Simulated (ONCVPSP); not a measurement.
**silver, ONCV: configuration errors across variants**

Ag (Z = 47), optimised norm-conserving Vanderbilt (ONCV), made with ONCVPSP 4.0.1 (PBEsol, scalar-relativistic). Core [Ar] 3d10, reference 4s2 4p6 4d10 5s0.75 5p0.25. Waves: 4s+5s: rc 1.25 bohr, ncon 4, nbas 8, qcut 7.7 1/bohr, 2 projectors; 4p+5p: rc 1.40 bohr, ncon 4, nbas 8, qcut 8.8 1/bohr, 2 projectors; 4d: rc 1.40 bohr, ncon 4, nbas 8, qcut 12.4 1/bohr, 2 projectors, debl 1.1 Ha. Local part: polynomial inside 0.85 bohr (lpopt 2, dvloc0 6 Ha). Core correction: none.

All-electron excitation energies from the reference (eV): (1) 4s2 4p6 4d10 5s1 5p0 -0.947; (2) 4s2 4p6 4d10 5s0 5p0 6.799; (3) 4s2 4p6 4d9 5s1 5p1 7.660.

1 further variants failed, have other tests or another functional or relativity, and are left out.

Errors AE − PS in meV (a dash: test not solved or not reliable):

| change | (1) | (2) | (3) | bound ghosts | GHOST(+) flags above zero |
| --- | --- | --- | --- | --- | --- |
| base | +0.1 | -1.1 | +1.2 | none | s |
| s: rc 0.98 | +0.1 | -1.1 | +1.3 | none | s |
| local potential polynomial inside 0.85 bohr (lpopt 2, dvloc0 -0.5 Ha) | +0.1 | -1.1 | +0.1 | none | s |
| p: qcut 4.8 | +0.1 | -1.1 | +1.1 | none | s |
| p: nproj 4 | +0.1 | -1.1 | +1.2 | none | s |
| all radii scaled by about 0.81 (s 1.02, p 1.14, d 1.14 bohr); local potential polynomial inside 0.70 bohr (lpopt 2, dvloc0 6 Ha) | +0.1 | -1.1 | +0.6 | none | s |

Task: Give the same row for: local potential polynomial inside 1.00 bohr (lpopt 5, dvloc0 -1 Ha).

Result: +0.1, -1.1, 0.0; bound ghosts: none; GHOST(+) flags above zero: s.
